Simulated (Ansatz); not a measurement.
**Exact exchange and the electronic atomisation energy of Si2H4OF2**

Si2H4OF2 has 9 atoms, charge 0, and is taken as a singlet. As SMILES, `O[SiH](F)[SiH2]F`. The shape is that of a PBE0-D4/def2-TZVP optimisation. This is one conformer, not always the lowest.

The electronic atomisation energy y, in eV, basis def2-SVP; a is the functional's share of exact exchange. Programs: Ansatz 0.2.0.

| functional | program | a | y (eV) |
| --- | --- | --- | --- |
| BLYP | Ansatz | 0 | 32.98 |
| r2SCAN | Ansatz | 0 | 33.30 |
| B3LYP | Ansatz | 0.2 | ? |
| PBE0 | Ansatz | 0.25 | 32.68 |
| r2SCAN0 | Ansatz | 0.25 | 32.53 |
| BHLYP | Ansatz | 0.5 | 31.88 |

Task: Fit y = c + s·a to the known rows and predict B3LYP.

Result: 
1. Means of the 5 rows: a = 0.2000, y = 32.674.
2. Σ(Δa)² = 0.175, Σ(Δa·Δy) = -0.4315, so the slope is -0.4315/0.175 = -2.4657.
3. Intercept: 32.674 − (-2.4657) × 0.2000 = 33.167. The largest residual of the fit is 0.19.
4. B3LYP: 33.167 + (-2.4657) × 0.2 = 32.67 eV.

The run gave 32.92 eV, so the prediction is off by -0.25 eV, about the largest residual. The rows mix families of semi-local functionals, which the line can't see.
